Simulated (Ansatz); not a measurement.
Saddle search on SiN$_{2}$H$_{8}$Cl$_{2}$, singlet by partitioned rational-function steps on PBE0-D4/def2-TZVP gradients (Ansatz 0.2.0), from this start:

Si1  (-0.290, 1.034, 0.851)
H2  (-0.001, -0.642, 1.079)
Cl3  (-2.240, 0.416, 0.139)
Cl4  (0.021, 1.094, 2.936)
H5  (-0.612, 2.488, 0.677)
H6  (0.270, -0.840, -1.515)
N7  (1.053, 0.947, -0.291)
H8  (-0.093, -1.148, 0.187)
N9  (-0.232, -1.581, -1.013)
H10  (1.387, 1.857, -0.599)
H11  (1.848, 0.375, -0.011)
H12  (0.119, -2.510, -1.235)
H13  (-1.231, -1.490, -1.204)
(Å)

| step | energy less the last (meV) | largest force (eV/Å) | curvature followed (eV/Å²) |
| --- | --- | --- | --- |
| 1 | 22.3 | 0.282 | -8.20 |
| 2 | 9.4 | 0.250 | -8.11 |
| 3 | 9.9 | 0.435 | -8.13 |
| 4 | 4.4 | 0.050 | -8.13 |
| 5 | 4.8 | 0.175 | -8.13 |
| 6 | 3.2 | 0.096 | -8.10 |
| 7 | 3.9 | 0.144 | -8.09 |
| 8 | 3.2 | 0.161 | -8.08 |
| 9 | 1.8 | 0.091 | -8.04 |
| 10 | 1.3 | 0.031 | -8.06 |
| 11 | 1.2 | 0.073 | -8.05 |
| 12 | 0.7 | 0.026 | -8.01 |
| 13 | 0.4 | 0.076 | -8.00 |
| 14 | 0.3 | 0.071 | -8.02 |
| 15 | 0.5 | 0.108 | -8.02 |
| 16 | 0.3 | 0.071 | -8.04 |
| 17 | 0.2 | 0.061 | -8.06 |
| 18 | 0.1 | 0.027 | -8.07 |
| 19 | 0.2 | 0.052 | -8.06 |
| 20 | 0.0 | 0.006 | -8.06 |

The search ended at:

| atom | x (Å) | y (Å) | z (Å) |
| --- | --- | --- | --- |
| Si1 | -0.2724 | 1.0387 | 0.8593 |
| H2 | -0.0255 | -0.6082 | 1.0490 |
| Cl3 | -2.2242 | 0.4732 | 0.1358 |
| Cl4 | 0.0042 | 1.0784 | 2.9405 |
| H5 | -0.5780 | 2.4892 | 0.7040 |
| H6 | 0.1701 | -0.8416 | -1.5668 |
| N7 | 1.0654 | 0.9735 | -0.2635 |
| H8 | -0.1164 | -1.1335 | 0.1333 |
| N9 | -0.2446 | -1.5896 | -1.0112 |
| H10 | 1.4151 | 1.8732 | -0.5619 |
| H11 | 1.8364 | 0.3602 | -0.0384 |
| H12 | 0.2110 | -2.4779 | -1.1816 |
| H13 | -1.2412 | -1.6356 | -1.1984 |
